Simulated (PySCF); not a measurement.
## Simulated absorption spectrum

Species: C4H9NOSi.
SMILES: `[SiH2](OC(N=C)=C)C`

Computed, not measured: PySCF 2.14.0, density-fitted response routines, TDDFT PBE0/def2-SVPD, vertical, gas phase, core orbitals frozen in the response. The structure is a single GFN2-xTB conformer in the gas phase; no vibrational or solvent corrections. Torsions of this conformer, `[CH2:1]=[N:2][C:3](=[CH2:4])[O:5][SiH2:6][CH3:7]`: C1–N2–C3–C4 179°, N2–C3–O5–Si6 173°, C3–O5–Si6–C7 -178°.

Computed states:

```json
{"state": "S1", "E (eV)": "4.51", "f": "0.0004"}
{"state": "S2", "E (eV)": "5.29", "f": "0.298"}
{"state": "S3", "E (eV)": "6.28", "f": "0.0040"}
{"state": "S4", "E (eV)": "6.46", "f": "0.0001"}
{"state": "S5", "E (eV)": "6.73", "f": "0.0019"}
{"state": "S6", "E (eV)": "6.95", "f": "0.016"}
{"state": "S7", "E (eV)": "7.01", "f": "0.150"}
{"state": "S8", "E (eV)": "7.20", "f": "0.0087"}
```

Each state is given a Gaussian of 0.4 eV full width at half maximum, with ε(max) = 2.175×10⁸ f / Δν̃ (Δν̃ the width in cm⁻¹). The width is an assumption, not a result. The curve ends short of the highest state used, and states not computed would add to its high-energy end.

(1) Give the broadened spectrum and its maxima.

(2) Coming from long wavelengths, where does ε first pass 100 L mol⁻¹ cm⁻¹?

(3) On this curve, what absorbance would a 10⁻³ mol/L sample give at 254 nm over a 1 cm path?

(4) Does any computed singlet lie in the visible range?

## Answers

(1) 
λ (nm), ε (L mol⁻¹ cm⁻¹) and a bar:
```
    187.8        867 #
    193.4        258 
    199.0        263 
    204.6        116 
    210.2         51 
    215.9        536 #
    221.5       3705 ######
    227.1      11863 ##################
    232.7      19449 ##############################
    238.3      17852 ############################
    243.9       9914 ###############
    249.6       3486 #####
    255.2        857 #
    260.8        162 
    266.4         41 
    272.0         31 
    277.6         29 
    283.3         22 
    288.9         13 
    294.5          6 
    300.1          2 
    305.7          1 
    311.4          0 
    317.0          0
```

Maxima: 235 nm (5.29 eV), ε about 20000, made up of S2 (100%); 197 nm (6.30 eV), ε about 280, made up of S3 (97%) (ε in L mol⁻¹ cm⁻¹; maxima over ε = 5, shares over 10%). At its high-energy end, 6.60 eV, the curve is still rising (ε about 850, from S5, S6 and S7).

(2) At about 262 nm (4.72 eV), 0.21 eV above S1.

(3) 254 nm is 4.881 eV, where ε is about 1200 L mol⁻¹ cm⁻¹, so A = ε c l ≈ 1.2 (Beer–Lambert, with the gas-phase spectrum and the assumed width).

(4) No computed singlet lies in the visible range (380 to 750 nm); the lowest, at 275 nm, stands 1.25 eV above its violet end (3.26 eV); a Tamm–Dancoff triplet lies at 400 nm, without intensity as long as spin–orbit coupling is left out.
